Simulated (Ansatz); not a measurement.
This geometry of CH7GeN + FH (12 atoms, charge 0, multiplicity 1) is a first-order saddle point.

Computed with RKS PBE-D4/def2-SVP (Ansatz).

```xyz
12
Properties=species:S:1:pos:R:3
Ge 0.058 0.628 1.323
N 0.475 -0.018 -0.542
C -0.344 -1.115 -1.063
H 1.116 1.564 1.949
H -1.449 0.863 1.572
H 0.330 -0.782 2.009
H 0.199 1.088 -0.798
F -0.146 2.182 -0.199
H 1.481 -0.209 -0.643
H -0.084 -1.342 -2.118
H -1.410 -0.818 -1.030
H -0.224 -2.040 -0.461
```

(1) Which two structures does it join? (They come from a converged band through this point; their orientation in space is the band's.)

(2) How far does it lie above each of them?

## Answers

(1) Bonds broken: Ge1–N2, H7–F8. Bonds formed: Ge1–F8, N2–H7. CH7GeN + FH becomes CH5N + FGeH3.

Image 0:

```xyz
12
Properties=species:S:1:pos:R:3
Ge 0.128 0.337 1.453
N 0.509 -0.061 -0.361
C -0.334 -1.068 -1.012
H 1.095 1.468 1.862
H -1.356 0.750 1.498
H 0.351 -0.927 2.338
H 0.107 1.424 -0.838
F -0.278 2.328 -0.835
H 1.509 -0.269 -0.490
H -0.067 -1.154 -2.087
H -1.393 -0.740 -0.966
H -0.271 -2.087 -0.561
```

Image 8:

```xyz
12
Properties=species:S:1:pos:R:3
Ge -0.238 1.022 1.670
N 0.600 -0.099 -0.744
C -0.093 -1.272 -1.261
H 1.302 0.999 1.821
H -0.843 1.831 2.864
H -0.941 -0.356 1.601
H 0.232 0.769 -1.156
F -0.726 2.062 0.306
H 1.606 -0.136 -0.952
H 0.008 -1.442 -2.360
H -1.177 -1.191 -1.037
H 0.270 -2.188 -0.749
```

(2) 37.3 kJ/mol above the first and 66.3 kJ/mol above the second. This is the barrier of this one path; another mechanism may lie lower. The orbitals stay closed-shell, which can raise the energy where a bond breaks towards radicals; this wasn't checked here.

Time of the run: 2.9 min on 2 threads of Arm Neoverse V2, with other jobs on the host, peak memory 0.16 GiB.
